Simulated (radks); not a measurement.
The numbers below are computed, except where a source is named.
The mean radii <r> (bohr) of the occupied orbitals of an atom or ion are listed with their occupations. Level of theory: scalar-relativistic Kohn-Sham, PBE, spin-polarised, spherical densities, finite nucleus; Fermi nuclear charge, rms radius of each element as measured or else 0.836 A^(1/3) + 0.57 fm (a radial shooting solver on a logarithmic mesh with Libxc functionals).

orbital  occ.      <r>
1s          2  0.01966
2s          2  0.08334
2p          6  0.07415
3s          2   0.2167
3p          6   0.2162
3d         10   0.1961
4s          2   0.4880
4p          6   0.5183
4d         10   0.5602
5s          2    1.207
5p          6    1.440
4f         14   0.7802

Name the element and its charge. Open shells, if any, are filled with parallel spins first.

Answer. Z = 70, ytterbium, charge +2: Yb2+ in [Xe] 4f14. The 1s radius gives Z: for a bare nucleus <r> = (2 gamma + 1)/(2Z) with gamma = sqrt(1 - (Z/c)^2), 0.01942 bohr for Z = 70, and screening makes it slightly larger (0.01966 here). The occupations add up to 68, and the charge is Z minus that.
